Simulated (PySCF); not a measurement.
2-methylbut-2-ene (C₅H₁₀), SMILES CC(=CC)C. Atoms are numbered in the order given.

```xyz
15

C     -0.0788     2.1101     0.0000
C     -0.6770     0.7347     0.0000
C     -0.0422    -0.4507     0.0000
C      1.4548    -0.6206     0.0000
C     -0.8163    -1.7446     0.0000
H     -0.4101     2.6845     0.8833
H      1.0201     2.1043     0.0000
H     -0.4101     2.6845    -0.8833
H     -1.7743     0.7095     0.0000
H      1.7796    -1.1985     0.8835
H      1.7796    -1.1985    -0.8835
H      2.0020     0.3311     0.0000
H     -1.9032    -1.5755     0.0000
H     -0.5637    -2.3575     0.8839
H     -0.5637    -2.3575    -0.8839
```
Charge 0, spin multiplicity 1.

The structure is a stationary point at B3LYP-D3(BJ)/def2-SVP.

Method: PBE0/pcSseg-1 (PySCF).

GIAO shieldings, no solvent; atoms listed in one row are averaged. δ = σ(ref) − σ: ¹³C against TMS (σ = 186.3 ppm); ¹H against TMS (σ = 31.56 ppm), references at their B3LYP-D3(BJ)/def2-TZVP geometries, non-relativistic.

Computed chemical shifts:
```
nucleus                         atoms  count  δ (ppm)
-------  ----------------------------  -----  -------
¹³C                                C3      1    141.3
¹³C                                C2      1    130.3
¹³C                                C5      1     30.6
¹³C                                C4      1     20.5
¹³C                                C1      1     18.6
¹H                                 H9      1     5.70
¹H                         H6, H7, H8      3     2.04
¹H       H10, H11, H12, H13, H14, H15      6     1.99
```
